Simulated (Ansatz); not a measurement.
Gas-phase electronic energies from Ansatz, PBE0-D4/def2-TZVP geometries. CCSD(T)/CBS adds triple-zeta CCSD(T) − MP2 to the extrapolated MP2 energy (def2 sets, frozen cores). DFT in def2-TZVPP. Each species was taken in one conformer, which may not be the lowest.

Reaction (cleavage of the Si–B bond): `CB(N)[SiH2][SiH3]` + `[CH2]1[NH][AlH]1` → `[SiH3][SiH2][N]1[CH2][AlH]1` + `CBN`

CCSD(T)/CBS gives -78.2 kJ/mol.

Q: Another level gave -98.6 kJ/mol. Which?
A. MP2/def2-TZVPP
B. HF/def2-TZVPP
C. r2SCAN/def2-TZVPP
D. CCSD(T)/def2-TZVPP

A: B. HF/def2-TZVPP -98.6, CCSD(T)/def2-TZVPP -78.5, MP2/def2-TZVPP -86.0, r2SCAN -73.1 kJ/mol.

Largest T1 diagnostic among the species: 0.015.

In def2-TZVPP, CCSD(T) changes the Hartree–Fock value by +20.1 kJ/mol (the triples alone add +2.3 kJ/mol) and MP2 by +12.7 kJ/mol. From PBE to PBE0 (25 % exact exchange), in def2-TZVPP and without D4, ΔE moves by −6.1 kJ/mol.
